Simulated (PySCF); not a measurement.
PySCF 2.14 output of an unrestricted M06-L calculation on a single atom or ion in x2c-TZVPall (6s5p4d1f, 48 functions), with scalar relativity by spin-free X2C-1e:

```
SCF conv_tol = 1e-09
number electrons alpha = 12  beta = 9
    Y. Zhao and D. G. Truhlar.,  J. Chem. Phys. 125, 194101 (2006)
    Y. Zhao and D. G. Truhlar.,  J. Chem. Phys. 125, 194101 (2006)
    Y. Zhao and D. G. Truhlar.,  Theor. Chem. Acc. 120, 215 (2008)
cycle= 1 E= -948.336883865816  delta_E= -0.00214  |g|= 0.0154  |ddm|= 0.0451
cycle= 2 E= -948.336906910539  delta_E= -2.3e-05  |g|= 0.0129  |ddm|= 0.0156
cycle= 3 E= -948.336946874803  delta_E= -4e-05  |g|= 0.000282  |ddm|= 0.00708
cycle= 4 E= -948.336946899499  delta_E= -2.47e-08  |g|= 2.96e-05  |ddm|= 0.000296
cycle= 5 E= -948.336946899813  delta_E= -3.14e-10  |g|= 1.2e-06  |ddm|= 3.76e-05
converged SCF energy = -948.336946899813  <S^2> = 3.7508068  2S+1 = 4.0004034
```

The run itself started from symmetry-adapted Hartree-Fock orbitals and held the occupation by maximum overlap, on a logarithmic radial grid, so the iterations belong to that start.

Task: Which element, charge and spin multiplicity is this?

Result: V²⁺ (vanadium, charge +2), multiplicity 4; the state was [Ar] 3d3, high-spin 4F determinant.
